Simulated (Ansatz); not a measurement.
`[AlH2][BH][GeH3]` + `C=C[SiH2]O[SiH3]` → `[AlH2][BH]O[SiH3]` + `C=C[SiH2][GeH3]`  (redistribution)

Computed with Ansatz on PBE0-D4/def2-TZVP structures; ΔE is electronic, products minus reactants. CCSD(T)/CBS is the MP2 limit (def2-TZVPP, def2-QZVPP) plus CCSD(T) − MP2 in def2-TZVPP, frozen cores. For Ge outer-core shells are correlated without core-valence functions, which leaves a few kJ/mol of doubt a bond. Scalar relativity is left out up to krypton. Each species was taken in one conformer, which may not be the lowest.

```csv
species,SCS-MP2/def2-TZVPP energy (Eh)
`[AlH2][BH][GeH3]`,-2345.86201
`C=C[SiH2]O[SiH3]`,-734.10258
`[AlH2][BH]O[SiH3]`,-634.55051
`C=C[SiH2][GeH3]`,-2445.42516
```

Work out ΔE.

ΔE = (-634.55051) + (-2445.42516) − (-2345.86201) − (-734.10258) = -0.01108 Eh = -0.30 eV. CCSD(T)/CBS gives -0.30 eV.

Largest T1 diagnostic among the species: 0.013.

In def2-TZVPP, CCSD(T) changes the Hartree–Fock value by −0.15 eV (the triples alone add −0.04 eV) and MP2 by −0.15 eV. From PBE to PBE0 (25 % exact exchange), in def2-TZVPP and without D4, ΔE moves by +0.08 eV.
